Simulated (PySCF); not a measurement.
**Core-level binding energies of `C[C]([AlH3-])=S`**

Compound: C2H6AlS (charge -1).
SMILES with atom numbers: `[CH3:1][C:2]([AlH3-:3])=[S:4]`

Computed with delta-SCF UKS SCAN, pcX-2 on the ionised atom, pcseg-1 elsewhere, spin-free X2C (PySCF). Vertical ΔSCF values, vacuum level as zero.

Problem. What binding energy does each computed site have?

Solution. 
```csv
atom(s),bonded to,level,binding energy (eV),above the level's lowest (eV),count
C2,"S (double bond), C and Al",C 1s,286.37,0.00,1
C1,C and 3 H,C 1s,286.85,+0.48,1
Al3,C and 3 H,Al 1s,1560.26,0.00,1
S4,C (double bond),S 1s,2471.48,0.00,1
```

The listed C 1s values span 0.48 eV, from C2 (bonded to S (double bond), C and Al) to C1 (bonded to C and 3 H). Summing the Pauling electronegativity differences to the bonded atoms, each weighted by its formal bond order, gives -0.88 for the lowest site and -1.05 for the highest; the largest sum, -0.88, belongs to C2, 0.48 eV below the top. The smallest sum, -1.05, belongs to C1, 0.48 eV above the lowest.

Problem. Give the binding energy of Al 1s of Al3 in hartree and in kJ/mol.

Solution. 1560.26 eV = 57.3385 Eh = 150542 kJ/mol.

Not every level is listed. Spin contamination (⟨S²⟩ against 0.75 for a pure doublet) is marked for C 1s of C2 (0.97), which makes this value less certain. The species carries charge -1, so core ionisation leaves a neutral species. The basis sets have no added diffuse functions. Geometry: PBE0-D3(BJ)/def2-SVP; no solvent, vibrations or thermal averaging. The geometry's basis has no diffuse functions, a weakness for an anion.

On one thread of an Arm Neoverse V1, no GPU, shared host, this took 30 s.
